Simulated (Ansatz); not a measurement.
Gas-phase electronic energies from Ansatz, PBE0-D4/def2-TZVP geometries. CCSD(T)/CBS is the MP2 limit (def2-TZVPP, def2-QZVPP) plus CCSD(T) − MP2 in def2-TZVPP, frozen cores. This one scheme is used for every species. DFT in def2-TZVPP. HSE06 is defined as in plane-wave codes. Elements past krypton have def2 core potentials. For Ta outer-core shells are correlated without core-valence functions, which leaves a few kJ/mol of doubt a bond. One conformer a species, not always the lowest.

Consider the formal hydrolysis of a Ta–F bond: `[NH2][Ta](=[O])([F])[F]` + H₂O → `[NH2][Ta](=[O])([OH])[F]` + H–F.

`[NH2][Ta](=[O])([F])[F]`:

Z-matrix (Å, degrees):
```
Ta
O 1 1.712
F 1 1.883 2 110.3
N 1 1.960 2 104.1 3 118.8
F 1 1.883 2 110.3 3 -122.3
H 4 1.009 1 124.6 2 0.0
H 4 1.011 1 124.8 2 180.0
```

H₂O:

Cartesian coordinates in Å:
```
O 0.208 -0.048 0.326
H 0.113 0.753 -0.195
H -0.321 -0.705 -0.131
```

`[NH2][Ta](=[O])([OH])[F]`:

```xyz
8

N    -0.634    0.458    1.264
Ta    0.213    0.248   -0.504
O     1.838    0.751   -0.272
O     0.135   -1.572   -1.061
F    -0.635    1.336   -1.798
H    -0.173    0.839    2.076
H    -1.570    0.158    1.497
H     0.827   -2.218   -1.203
```

H–F:

Cartesian coordinates in Å:
```
F 0.381 0.011 -0.258
H -0.381 -0.011 0.258
```

Question: Is it downhill or uphill in electronic energy at CCSD(T)/CBS, and by how much? (Best estimate.)

Answer: Computed: Uphill: ΔE = +29.6 kJ/mol.

Question: What do these levels give: revPBE-D4, r2SCANh-D4, B2PLYP, PBE0, r2SCAN0, HSE06, BHLYP, LC-ωPBE, CCSD/def2-TZVPP, CCSD(T)/def2-TZVPP, MP2/def2-QZVPP, SCS-MP2/def2-QZVPP? (Best estimate.)

Answer: Ansatz gave: revPBE-D4 36.0, r2SCANh-D4 36.1, B2PLYP 34.7, PBE0 34.8, r2SCAN0 34.7, HSE06 34.6, BHLYP 35.6, LC-ωPBE 37.8, CCSD/def2-TZVPP 30.2, CCSD(T)/def2-TZVPP 29.7, MP2/def2-QZVPP 28.1, SCS-MP2/def2-QZVPP 31.1 kJ/mol.

Largest T1 diagnostic among the species: 0.020.

From r2SCAN to r2SCAN0 (25 % exact exchange), in def2-TZVPP and without D4, ΔE moves by −3.3 kJ/mol. In def2-TZVPP, CCSD(T) changes the Hartree–Fock value by −6.3 kJ/mol (the triples alone add −0.6 kJ/mol) and MP2 by −8.4 kJ/mol. Leaving LDA and LC-ωPBE aside and taking each functional with its dispersion term where it has one, the values, not all of them listed here, spread over 9.4 kJ/mol, from PBE-QIDH to B97M-V. LDA lies −7.4 kJ/mol from PBE without D4.
